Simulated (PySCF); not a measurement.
A PySCF script (with the pyscf-properties extension) for the NMR shieldings of `C(#C)CCC[B@H-]([NH3+])Cl`, C₅H₁₁BClN, on a GFN2-xTB geometry:

```python
import basis_set_exchange as bse
import numpy as np
from pyscf import gto, dft
from pyscf.prop import nmr

atoms = """
C    -3.799005    0.911155   -0.883670
C    -2.964689    0.221852   -0.372859
C    -1.924185   -0.585055    0.229314
C    -0.583117    0.158948    0.258529
C     0.535865   -0.710825    0.837392
B     1.949518    0.061029    0.992458
N     2.481905    0.449140   -0.509146
Cl    3.294923   -1.088254    1.548328
H    -4.542664    1.505949   -1.323119
H    -2.220623   -0.847352    1.248582
H    -1.818883   -1.512357   -0.342739
H    -0.690143    1.063829    0.860400
H    -0.339909    0.467564   -0.763538
H     0.641043   -1.605042    0.215401
H     0.211737   -1.067122    1.817548
H     1.946632    1.051098    1.642339
H     1.882630    1.143598   -0.946714
H     3.433946    0.797485   -0.425247
H     2.495216   -0.406392   -1.060392
"""
names = dict.fromkeys(["C", "B", "N", "Cl", "H"], "pcSseg-1")
basis = {el: gto.basis.parse(bse.get_basis(n, elements=[el], fmt="nwchem")) for el, n in names.items()}
mol = gto.M(atom=atoms, basis=basis, charge=0, verbose=0)
mf = dft.RKS(mol, xc="PBE0")
mf.grids.level = 2
mf.grids.alignment = dft.numint.BLKSIZE   # the property module wants whole blocks of grid points
mf.conv_tol = 1e-9
mf.kernel()

calc = nmr.RKS(mf)   # GIAO
C = mf.mo_coeff
Co = C[:, mf.mo_occ > 0]
resp = mf.gen_response(singlet=True, hermi=2)
def vind(x):   # induced exchange potential for any number of trial vectors
    d = np.einsum("pi,xij,qj->xpq", C, 2 * x.reshape(-1, C.shape[1], Co.shape[1]), Co, optimize=True)
    return np.einsum("xpq,pi,qj->xij", resp(d - d.transpose(0, 2, 1)), C, Co, optimize=True).ravel()
mo1, _ = nmr.rhf.solve_mo1(calc, with_cphf=vind)
sigma = calc.kernel(mo1)
for i, s in enumerate(sigma):   # ppm
    print("%2d %-2s %9.2f" % (i, mol.atom_pure_symbol(i), np.trace(s) / 3))
```

Q: Give the expected output.

A: 
```
 0 C     113.15
 1 C      96.73
 2 C     161.53
 3 C     152.92
 4 C     155.98
 5 B     107.18
 6 N     204.23
 7 Cl    937.02
 8 H      30.38
 9 H      29.41
10 H      29.53
11 H      30.00
12 H      30.88
13 H      31.61
14 H      30.69
15 H      28.42
16 H      28.30
17 H      28.45
18 H      29.03
```

These numbers come from an equivalent density-fitted implementation of the same equations, which agrees with the script to about 0.01 ppm for H and up to a few tenths of a ppm for heavy atoms, so last digits may differ.

Size and cost of the density-fitted run: 198 basis functions, 55 s wall time on 1 thread of an Arm Neoverse N1, shared host; peak memory 0.87 GiB.
